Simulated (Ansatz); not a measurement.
`C[CH2][SnH2][F]` → `C[CH2][Sn][F]` + H₂ at 700 K and 1 bar (stannylene formation by 1,1-elimination).

Gas-phase electronic energies from Ansatz, PBE0-D4/def2-TZVP geometries. CCSD(T)/CBS is the MP2 limit (def2-TZVPP, def2-QZVPP) plus CCSD(T) − MP2 in def2-TZVPP, frozen cores. This one scheme is used for every species. Elements past krypton have def2 core potentials. For Sn outer-core shells are correlated without core-valence functions, which leaves a few kJ/mol of doubt a bond. One conformer a species, not always the lowest.

| species | CCSD(T)/CBS energy (Eh) | H − E (kJ/mol) | S (J/(mol·K)) |
| --- | --- | --- | --- |
| `C[CH2][SnH2][F]` | -394.15776 | 288.5 | 468.2 |
| `C[CH2][Sn][F]` | -392.96747 | 236.7 | 440.6 |
| H₂ | -1.17544 | 46.8 | 155.3 |

H − E and S are ideal-gas, rigid-rotor, harmonic terms from PBE0-D4/def2-TZVP, for one conformer and one mirror image of each species. The MP2-based limit puts H₂ 0.8 mEh under its directly extrapolated value; such offsets cancel only in part. 1 Eh = 2625.50 kJ/mol, R = 8.31446 J/(mol·K).

Task: By hand: ΔE, ΔH, ΔS and ΔG.

Result: ΔE = (-392.96747) + (-1.17544) − (-394.15776) = 0.01485 Eh = 39.0 kJ/mol. Δ(H − E) = 236.7 + 46.8 − 288.5 = -5.0, so ΔH = 34.0 kJ/mol. ΔS = 440.6 + 155.3 − 468.2 = 127.7 J/(mol·K). ΔG = 34.0 − 700 × (127.7)/1000 = -55.4 kJ/mol.

Task: By hand: the equilibrium constant, and the temperature at which ΔG would vanish if ΔH and ΔS stayed fixed.

Result: log₁₀ K = −ΔG/(RT ln 10) = 4.1. ΔG = 0 at ΔH/ΔS = 266 K.

The number of gas molecules changes by +1, which sets the sign of ΔS. A doubt of 5 kJ/mol in ΔE shifts log₁₀ K by 0.4 here. Other conformers and mirror images would add mixing entropy, several J/(mol·K) or more a flexible species. Modes under 60 cm⁻¹, often nearly free rotors, make the harmonic entropy too high. These are equilibria of isolated gas molecules and say nothing of rates. Largest T1 diagnostic: 0.015 (customary marks: 0.02 for closed shells, 0.045 for open ones).
